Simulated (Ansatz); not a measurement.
Task: Name a neutral molecule of B, N, Se, Si and H with HOMO energy (ωB97M-V/def2-TZVPP) between -8.85 and -8.55 eV and size of the dipole moment (ωB97M-V/def2-TZVPP) between 3.25 and 3.55 D (Ansatz, PBE0-D4/def2-TZVP geometry).

Result: `NB[SiH2][SeH]` (-8.79 eV, 3.51 D). Other molecules can fit too; these were computed, each in one conformer that needn't be the lowest.
